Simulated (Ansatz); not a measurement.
# Changing the shape of GaF, singlet

Program: Ansatz, Gaussian basis, development build. Basis def2-SVP, nonrelativistic, 15 orbitals frozen in the corrections; active space CAS(10,8). Restricted Hartree–Fock, then the lowest state-specific CASSCF solution met for each case. A minimal or small basis: far from the basis limit. Single-reference values can break down or jump between states where bonds are stretched. Unlike active orbitals can shift such differences by tenths of an eV, at times by over 1 eV.

Case A: bond length 3.5480 Å. A bond is stretched, to 1.98 times the sum of the covalent radii.

Case B: bond length 1.7740 Å.

Energy less that of case A, in eV:

| case | CASSCF |
| --- | --- |
| B | -5.059 |

What does SC-NEVPT2 give for these differences?

B: -5.016 eV (-115.7 kcal/mol).
